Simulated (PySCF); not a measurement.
Isomers of C3H9ClSSi2.

All values: wB97X-D/def2-SVPD (PySCF) at GFN2-xTB geometries, gas phase, one conformer each. Core orbitals are frozen in the response; Δα² is half the sum of the squared differences of the principal polarisabilities.

Question: Rank by HOMO energy, highest first.
A. `[CH2:1]=[CH:2][SiH2:3][CH2:4][S:5][SiH2:6][Cl:7]` with C1–C2–Si3–C4 122°, C2–Si3–C4–S5 177°, Si3–C4–S5–Si6 75°, C4–S5–Si6–Cl7 35°
B. `[CH3:1][S:2][Si@@H:3]([Cl:4])/[CH:5]=[CH:6]/[SiH3:7]` with C1–S2–Si3–Cl4 55°, S2–Si3–C5–C6 4°
C. `[CH2:1]=[C:2]([CH3:3])[Si@H:4]([Cl:5])[S:6][SiH3:7]` with C1–C2–Si4–Cl5 -66°, C2–Si4–S6–Si7 177°
D. `[CH3:1]/[CH:2]=[CH:3]/[SiH2:4][S:5][SiH2:6][Cl:7]` with C2–C3–Si4–S5 145°, C3–Si4–S5–Si6 -43°, Si4–S5–Si6–Cl7 -33°

Answer: A (-8.67 eV), B (-8.88 eV), D (-9.09 eV), C (-9.31 eV).

Question: Rank by mean static polarisability, lowest first.
A. `[CH3:1][C@@H:2]1[CH2:3][Si@@H:4]([Cl:5])[S:6][SiH2:7]1` with C1–C2–C3–Si4 -173°, C2–C3–Si4–Cl5 -84°, C3–Si4–S6–Si7 -9°, Si4–S6–Si7–C2 -12°
B. `[CH2:1]=[CH:2][SiH2:3][CH2:4][S:5][SiH2:6][Cl:7]` with C1–C2–Si3–C4 122°, C2–Si3–C4–S5 177°, Si3–C4–S5–Si6 75°, C4–S5–Si6–Cl7 35°
C. `[CH2:1]=[CH:2][CH2:3][SiH2:4][S:5][SiH2:6][Cl:7]` with C1–C2–C3–Si4 112°, C2–C3–Si4–S5 -71°, C3–Si4–S5–Si6 67°, Si4–S5–Si6–Cl7 31°
D. `[Cl:1][SiH2:2][SiH2:3][S:4][CH:5]1[CH2:6][CH2:7]1` with Cl1–Si2–Si3–S4 180°, Si2–Si3–S4–C5 180°, Si3–S4–C5–C6 80°

Answer: A (17.11 Å³), C (17.56 Å³), B (17.96 Å³), D (18.30 Å³).

All values together:

| SMILES | μ (D) | HOMO (eV) | LUMO (eV) | α (Å³) | Δα (Å³) |
| --- | --- | --- | --- | --- | --- |
| C=CC[SiH2]S[SiH2]Cl | 1.40 | -8.94 | 1.34 | 17.56 | 3.13 |
| C[C@@H]1C[Si@H](Cl)S[SiH2]1 | 3.13 | -9.11 | 1.35 | 17.16 | 5.06 |
| Cl[SiH2]SC1C[SiH2]C1 | 1.44 | -8.79 | 1.33 | 17.66 | 6.46 |
| Cl[SiH2][SiH2]SC1CC1 | 1.84 | -8.74 | 0.77 | 18.30 | 8.95 |
| C/C=C\[SiH2]S[SiH2]Cl | 2.31 | -9.13 | 0.91 | 17.78 | 3.90 |
| Cl[Si@H]1CCS[SiH2]C1 | 1.40 | -8.67 | 1.73 | 16.89 | 2.99 |
| C[C@@H]1C[Si@@H](Cl)S[SiH2]1 | 2.87 | -9.16 | 1.41 | 17.11 | 4.28 |
| C=C(C)[Si@H](Cl)S[SiH3] | 0.76 | -9.31 | 0.97 | 18.06 | 7.48 |
| C=C[SiH2]CS[SiH2]Cl | 1.32 | -8.67 | 1.03 | 17.96 | 5.84 |
| C/C=C/[SiH2]S[SiH2]Cl | 2.23 | -9.09 | 1.10 | 18.02 | 5.54 |
| [SiH3]S[Si@@H](Cl)C1CC1 | 0.97 | -9.20 | 1.53 | 17.62 | 6.73 |
| CS[Si@@H](Cl)/C=C/[SiH3] | 0.85 | -8.88 | 0.52 | 18.49 | 7.85 |

Conformers: `[CH2:1]=[CH:2][CH2:3][SiH2:4][S:5][SiH2:6][Cl:7]` with C1–C2–C3–Si4 112°, C2–C3–Si4–S5 -71°, C3–Si4–S5–Si6 67°, Si4–S5–Si6–Cl7 31°; `[CH3:1][C@@H:2]1[CH2:3][Si@H:4]([Cl:5])[S:6][SiH2:7]1` with C1–C2–C3–Si4 -172°, C2–C3–Si4–Cl5 152°, C3–Si4–S6–Si7 -6°, Si4–S6–Si7–C2 -15°; `[Cl:1][SiH2:2][S:3][CH:4]1[CH2:5][SiH2:6][CH2:7]1` with Cl1–Si2–S3–C4 -44°, Si2–S3–C4–C5 180°, S3–C4–C5–Si6 139°, C4–C5–Si6–C7 -13°, C5–Si6–C7–C4 13°, S3–C4–C7–Si6 -138°; `[Cl:1][SiH2:2][SiH2:3][S:4][CH:5]1[CH2:6][CH2:7]1` with Cl1–Si2–Si3–S4 180°, Si2–Si3–S4–C5 180°, Si3–S4–C5–C6 80°; `[CH3:1]/[CH:2]=[CH:3]\[SiH2:4][S:5][SiH2:6][Cl:7]` with C2–C3–Si4–S5 102°, C3–Si4–S5–Si6 -58°, Si4–S5–Si6–Cl7 -57°; `[Cl:1][Si@H:2]1[CH2:3][CH2:4][S:5][SiH2:6][CH2:7]1` with Cl1–Si2–C3–C4 63°, Si2–C3–C4–S5 74°, C3–C4–S5–Si6 -71°, C4–S5–Si6–C7 56°; `[CH3:1][C@@H:2]1[CH2:3][Si@@H:4]([Cl:5])[S:6][SiH2:7]1` with C1–C2–C3–Si4 -173°, C2–C3–Si4–Cl5 -84°, C3–Si4–S6–Si7 -9°, Si4–S6–Si7–C2 -12°; `[CH2:1]=[C:2]([CH3:3])[Si@H:4]([Cl:5])[S:6][SiH3:7]` with C1–C2–Si4–Cl5 -66°, C2–Si4–S6–Si7 177°; `[CH2:1]=[CH:2][SiH2:3][CH2:4][S:5][SiH2:6][Cl:7]` with C1–C2–Si3–C4 122°, C2–Si3–C4–S5 177°, Si3–C4–S5–Si6 75°, C4–S5–Si6–Cl7 35°; `[CH3:1]/[CH:2]=[CH:3]/[SiH2:4][S:5][SiH2:6][Cl:7]` with C2–C3–Si4–S5 145°, C3–Si4–S5–Si6 -43°, Si4–S5–Si6–Cl7 -33°; `[SiH3:1][S:2][Si@@H:3]([Cl:4])[CH:5]1[CH2:6][CH2:7]1` with Si1–S2–Si3–Cl4 47°, S2–Si3–C5–C6 168°; `[CH3:1][S:2][Si@@H:3]([Cl:4])/[CH:5]=[CH:6]/[SiH3:7]` with C1–S2–Si3–Cl4 55°, S2–Si3–C5–C6 4°.
